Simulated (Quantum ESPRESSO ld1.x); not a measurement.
The run below uses ld1.x (Quantum ESPRESSO 7.5).

```
 &input
    atom='Ag',
    iswitch=1,
    rel=1,
    dft='PBE',
    config='[Kr] 4d10',
    verbosity='high',
    prefix='ld1',
    max_out_wfc=37,
    file_charge='ld1.rho',
 /
```

Command: `OMP_NUM_THREADS=1 ld1.x < ld1.in > ld1.out`

Output (excerpt):

```
     Program LD1 v.7.5 starts

     --------------------------- All-electron run ----------------------------

     scalar relativistic calculation

     atomic number is 47.00
     dft =PBE   lsd =0 sic =0 latt =0  beta=0.20 tr2=1.0E-14
     Exchange-correlation= PBE
                           (   1   4   3   4   0   0   0)
     mesh =2057 r(mesh) =  99.27089 a.u. xmin = -8.00 dx = 0.00800
     1 Ry =  13.60569312 eV, c = 137.03599908

     n l     nl                  e(Ry)          e(Ha)          e(eV)
     1 0     1S 1( 2.00)   -1862.356028804    -931.178014402 -25338.6446137
     2 0     2S 1( 2.00)    -274.709487255    -137.354743627  -3737.6129816
     2 1     2P 1( 6.00)    -246.463334092    -123.231667046  -3353.3044897
     3 0     3S 1( 2.00)     -50.849194604     -25.424597302   -691.8385373
     3 1     3P 1( 6.00)     -41.571862331     -20.785931166   -565.6140014
     4 0     4S 1( 2.00)      -7.590672478      -3.795336239   -103.2763603
     4 1     4P 1( 6.00)      -4.911463591      -2.455731795    -66.8238664
     3 2     3D 1(10.00)     -26.943774173     -13.471887086   -366.5887230
     4 2     4D 1(10.00)      -1.149420625      -0.574710312    -15.6386643

     final scf error:  4.5E-15 reached in  26 iterations

     Etot =  -10631.502223 Ry,   -5315.751112 Ha, -144648.956688 eV

     Ekin =   11045.098328 Ry,    5522.549164 Ha,  150276.218365 eV
     Encl =  -25671.315970 Ry,  -12835.657985 Ha, -349276.047155 eV
     Eh   =    4292.549271 Ry,    2146.274636 Ha,   58403.108102 eV
     Exc  =    -297.833853 Ry,    -148.916926 Ha,   -4052.236000 eV
```

Run on one thread of a shared host, so times are rough (Intel(R) Xeon(R) Processor @ 2.60GHz): 0.68 s of CPU time, 0.73 s wall, 26 iterations on 2057 mesh points.
